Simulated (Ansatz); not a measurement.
`CC(C)BN` → `BN` + propene at 400 K and 1 bar (β-hydride elimination).

Calculated with Ansatz (gas phase, PBE0-D4/def2-TZVP geometries, no zero-point term in ΔE). CBS: MP2 limit from def2 TZ/QZ plus the TZ coupled-cluster correction, frozen cores. This one scheme is used for every species. One conformer a species, not always the lowest.

```tsv
species	CCSD(T)/CBS energy (Eh)	H − E (kJ/mol)	S (J/(mol·K))
`CC(C)BN`	-199.72955	385.9	374.5
`BN`	-81.93499	142.5	243.5
`C=CC`	-117.74610	229.7	285.2
```

H − E and S are ideal-gas, rigid-rotor, harmonic terms from PBE0-D4/def2-TZVP, for one conformer and one mirror image of each species. 1 Eh = 2625.50 kJ/mol, R = 8.31446 J/(mol·K).

Task: By hand: ΔE, ΔH, ΔS and ΔG.

Result: ΔE = (-81.93499) + (-117.74610) − (-199.72955) = 0.04846 Eh = 127.2 kJ/mol. Δ(H − E) = 142.5 + 229.7 − 385.9 = -13.7, so ΔH = 113.5 kJ/mol. ΔS = 243.5 + 285.2 − 374.5 = 154.2 J/(mol·K). ΔG = 113.5 − 400 × (154.2)/1000 = 51.8 kJ/mol.

Task: By hand: the equilibrium constant, and the temperature at which ΔG would vanish if ΔH and ΔS stayed fixed.

Result: log₁₀ K = −ΔG/(RT ln 10) = -6.8. ΔG = 0 at ΔH/ΔS = 736 K.

The number of gas molecules changes by +1, which sets the sign of ΔS. A doubt of 5 kJ/mol in ΔE shifts log₁₀ K by 0.7 here. Other conformers and mirror images would add mixing entropy, several J/(mol·K) or more a flexible species. Modes under 60 cm⁻¹, often nearly free rotors, make the harmonic entropy too high. These are equilibria of isolated gas molecules and say nothing of rates. Largest T1 diagnostic: 0.012 (customary marks: 0.02 for closed shells, 0.045 for open ones).
